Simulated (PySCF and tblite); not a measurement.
Values are calculated unless marked as measured or tabulated.
System: 3-methyl-5-isoxazolecarboxylic acid, C5H5NO3, numbered as in [CH3:1][c:2]1[cH:3][c:4]([C:5](=[O:6])[OH:7])[o:8][n:9]1.

Motion: rotation about the C4–C5 bond (torsion C3–C4–C5–O6 from 0° to 180°, rising). GFN2-xTB gives an electronic barrier of 4.1 kcal/mol and a reaction energy of 0.8 kcal/mol.

PBE0/pcSseg-1 + D3(BJ) on GFN2-xTB geometries gives 7.0 kcal/mol and k(298 K) = 5×10⁷ s⁻¹.

Task: What does PBE0/IGLO-II + D3(BJ) give on GFN2-xTB geometries?

Result: A barrier of 6.7 kcal/mol, 0.3 below the first DFT barrier (from unrounded values), a reaction energy of 0.5 kcal/mol and, with GFN2-xTB thermal terms, ΔG‡(298 K) = 7.0 kcal/mol and k = 8.5×10⁷ s⁻¹ (2 equivalent paths).

Programs: tblite and PySCF.
